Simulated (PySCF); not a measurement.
# Ar⁺ (argon, charge +1): UHF calculation

Configuration: [Ne] 3s2 3p5, 2P determinant. Computed with PySCF 2.14 in pcseg-2 (5s4p2d1f, 34 functions), with the non-relativistic Hamiltonian (point nucleus).

```json
{"Total energy": "-526.269096 hartree", "One-electron energy": "-719.5861 hartree", "Hartree (Coulomb) energy": "223.1745 hartree", "Exchange energy": "-29.8576 hartree", "Kinetic energy": "526.86634 hartree", "⟨S²⟩": "0.7584", "⟨L²⟩": "2.030", "Sum of ⟨r⟩": "13.83 bohr", "Sum of ⟨r²⟩": "20.34 bohr²", "Traceless quadrupole moment −½Σ⟨3z² − r²⟩ along its main axis": "1.15 e·bohr²", "Density at the nucleus (Gaussians lack the cusp)": "3750 bohr⁻³", "Spin density at the nucleus": "0.257 bohr⁻³", "Langevin diamagnetic susceptibility": "-16.1 ×10⁻⁶ cm³/mol", "Time after the integrals": "0.06 s of wall time on 1 thread of Intel(R) Xeon(R) 6975P-C (shared host)"}
```

```tsv
shell	electrons	mean orbital energy (eV)	spread (eV)	rms radius, mean of both spins (bohr)
1s α	1	-3240.8	0	0.0999
1s β	1	-3240.4	0	0.0999
2s α	1	-349.18	0	0.449
2s β	1	-348.79	0	0.449
2p α	3	-274.50	0.852	0.417
2p β	3	-273.79	0.668	0.417
3s α	1	-48.537	0	1.49
3s β	1	-44.741	0	1.49
3p α	3	-29.163	2.445	1.70
3p β	2	-27.643	0	1.70
```
